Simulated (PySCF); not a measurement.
# Telling isomers of C8H10 apart by NMR

Theoretical values (PySCF): coordinates at the GFN2-xTB level, NMR shieldings at PBE0/pcSseg-1/GIAO. Isolated molecule, fast rotation and ring inversion assumed for equivalent nuclei, one computed conformer, relativity neglected.

References, each an isolated molecule treated in the same way: 1H (σref 31.72) and 13C (σref 186.93) vs TMS. Where no couplings were computed, multiplicities follow the n + 1 count of equivalent neighbours, and m marks all less simple cases (inequivalent or close neighbours, rings, F or P nearby). Shifts are as computed. Against solution values, carbons near 30 ppm lie about +3 ppm off and those near 130 ppm about +5 ppm. Of 1211 compounds with measured shifts, 218 miss one by over three times the rms of a fit or turn the order of signals round; such compounds aren't used in these exercises.

(1) Tabulate the signals of `C1=CCC(C2CC2)=C1`, `C=CCC1=CCC=C1`, `C#CC/C=C/C1CC1`, `C=CC1=C(C=C)CC1`, `C=CC1=C[C@@H]1C1CC1` and their relative energies.

(2) What is the quickest way to tell C#CC/C=C/C1CC1 from C=CC1=C(C=C)CC1?

(3) What is the quickest way to tell C1=CCC(C2CC2)=C1 from C=CCC1=CCC=C1?

(4) What is the quickest way to tell C=CCC1=CCC=C1 from C=CC1=C(C=C)CC1?

Results:

(1) 
```json
{"SMILES": "C1=CCC(C2CC2)=C1", "carbon types": "1×C 4×CH 3×CH2", "δC": "164.5, 140.6, 135.9, 125.0, 49.5, 17.2, 14.3", "δH": "6.72 (m, 1H), 6.37 (m, 1H), 5.97 (d, 1H), 3.15 (m, 2H), 1.44 (m, 1H), 1.05 (m, 2H), 0.58 (m, 2H)", "E rel. (kcal/mol)": "1.6"}
{"SMILES": "C=CCC1=CCC=C1", "carbon types": "1×C 4×CH 3×CH2", "δC": "153.0, 148.4, 142.5, 142.2, 135.0, 121.3, 45.7, 41.4", "δH": "6.74 (m, 1H), 6.69 (m, 1H), 6.31 (t, 1H), 6.00 (m, 1H), 5.51 (m, 1H), 5.29 (m, 1H), 3.26 (d, 2H), 3.10 (m, 2H)", "E rel. (kcal/mol)": "0.0"}
{"SMILES": "C#CC/C=C/C1CC1", "carbon types": "1×C 4×CH 3×CH2", "δC": "145.0, 130.9, 87.0, 75.5, 26.6, 18.6, 9.0", "δH": "5.84 (m, 1H), 4.96 (m, 1H), 3.00 (m, 2H), 1.45 (t, 1H), 1.33 (m, 1H), 0.74 (m, 2H), 0.27 (m, 2H)", "E rel. (kcal/mol)": "41.2"}
{"SMILES": "C=CC1=C(C=C)CC1", "carbon types": "2×C 2×CH 4×CH2", "δC": "149.1, 136.1, 121.8, 25.8", "δH": "6.99 (m, 2H), 5.51 (m, 2H), 5.44 (m, 2H), 2.55 (s, 4H)", "E rel. (kcal/mol)": "15.7"}
{"SMILES": "C=CC1=C[C@@H]1C1CC1", "carbon types": "1×C 4×CH 3×CH2", "δC": "133.5, 133.3, 131.8, 122.1, 27.2, 19.6, 5.9, 5.6", "δH": "7.41 (d, 1H), 7.06 (m, 1H), 6.08 (m, 1H), 6.04 (m, 1H), 0.87 (m, 1H), 0.51 (m, 1H), 0.46 (m, 1H), 0.27 (m, 1H), 0.25 (m, 1H), -0.10 (m, 1H)", "E rel. (kcal/mol)": "49.7"}
```

Energies are electronic energies at PBE0/pcSseg-1 on these geometries, without zero-point or thermal terms, each for the one conformer computed, which needn't be the lowest.

(2) Count the carbon signals: 7 against 4. The first has an alkyne carbon (C) at 87.0 ppm, the second a fully substituted alkene carbon (C) at 149.1 ppm. Their most deshielded carbons lie at 145.0 and 149.1 ppm. In the proton spectra the most deshielded non-exchanging signals are 5.84 (m, 1H) and 6.99 (m, 2H).

(3) Count the carbon signals: 7 against 8. The first has a three-membered-ring carbon (CH) at 14.3 ppm, the second a terminal =CH2 carbon at 121.3 ppm. Their most deshielded carbons lie at 164.5 and 153.0 ppm.

(4) Count the carbon signals: 8 against 4. The first has an allylic sp3 CH2 at 45.7 ppm, the second an allylic sp3 CH2 at 25.8 ppm. Their most deshielded carbons lie at 153.0 and 149.1 ppm.
